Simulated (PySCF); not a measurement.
H2Cl2Sn, SMILES `[Cl][SnH2][Cl]`, neutral singlet in the gas phase. 

Cartesian coordinates (Å):
```xyz
5

Cl    -1.8431     1.2321    -0.0613
Sn    -0.0055    -0.2117     0.0071
Cl     1.9047     1.1360    -0.0176
H     -0.0439    -1.0292     1.4965
H     -0.0123    -1.1273    -1.4247
```
Charge 0, multiplicity 1.

All levels are single points at this geometry (B3LYP-D3(BJ)/def2-TZVP); Pople sets use spherical d functions. Orbital energies aren't observables, and empty levels follow the basis.

```tsv
level	HOMO (eV)	LUMO (eV)	gap (eV)	dipole (D)	vertical IE, Delta-SCF (eV)
B3LYP-D3(BJ)/def2-TZVP in PySCF	-8.68	-1.84	6.84	2.67	10.88
PBE-D3(BJ)/def2-TZVP in PySCF	-7.58	-2.45	5.12	2.56	10.44
B3LYP/6-311+G** (LANL2DZ on Sn) in PySCF	-8.85	-1.86	6.99	3.28	–
B3LYP/LANL2DZ in PySCF	-8.83	-1.86	6.97	3.66	–
PBE/6-31G* (LANL2DZ on Sn) in PySCF	-7.67	-2.43	5.25	3.04	10.61
HF/6-31G* (LANL2DZ on Sn) in PySCF	-12.34	1.67	14.01	3.69	11.73
```
